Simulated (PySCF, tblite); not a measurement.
Isomers of C6H5OPS. All values are computed: GFN2-xTB (tblite) harmonic vibrations without scaling, gas phase. Against measured fundamentals such values can be off by several per cent, at times by over 20. One conformer each.

Electronic energies: PBE0/pcSseg-1 single points on the GFN2-xTB geometries (PySCF, gas phase).

```csv
SMILES,"electronic energy, lowest = 0 (kJ/mol)"
C#Cc1pcc(OC)s1,0.0
C#Cc1coc(SC)p1,4.1
C#Cc1pcsc1OC,10.8
C#Cc1pc(OC)cs1,8.6
```

Task: How do GFN2-xTB zero-point energies change the relative energies?

Result: 
```csv
SMILES,ZPE (kJ/mol),of it from modes above 1550 cm⁻¹,electronic (kJ/mol),"with ZPE, lowest = 0 (kJ/mol)",lowest mode (cm⁻¹),rings
C#Cc1pcc(OC)s1,235.2,105.6,0.0,0.0,64,1
C#Cc1coc(SC)p1,234.6,107.2,4.1,3.4,38,1
C#Cc1pc(OC)cs1,234.7,105.4,8.6,8.0,80,1
C#Cc1pcsc1OC,234.8,105.8,10.8,10.4,80,1
```

The zero-point energies span 0.6 kJ/mol, from `C#Cc1coc(SC)p1` to `C#Cc1pcc(OC)s1`. The order is unchanged.

Task: And how do the electronic energies of GFN2-xTB itself compare?

Result: `C#Cc1pcc(OC)s1` 8.3; `C#Cc1coc(SC)p1` 0.0; `C#Cc1pc(OC)cs1` 8.9; `C#Cc1pcsc1OC` 13.3 kJ/mol, lowest = 0. Against the energies above, taken from the same isomer `C#Cc1pcc(OC)s1`, the largest difference is 12.4 kJ/mol.

Task: What do entropy and thermal enthalpy add at 298.15 K and 1 bar (rigid rotor, harmonic oscillator, one conformer each)?

Result: 
| SMILES | point group | symmetry number | S (J/(mol K)) | H − H(0) (kJ/mol) | ZPE + H − H(0) − TS (kJ/mol) |
| --- | --- | --- | --- | --- | --- |
| C#Cc1pcc(OC)s1 | Cs | 1 | 405.8 | 28.04 | 142.3 |
| C#Cc1coc(SC)p1 | Cs | 1 | 415.5 | 28.54 | 139.3 |
| C#Cc1pc(OC)cs1 | Cs | 1 | 404.9 | 28.01 | 142.0 |
| C#Cc1pcsc1OC | Cs | 1 | 406.2 | 28.13 | 141.8 |
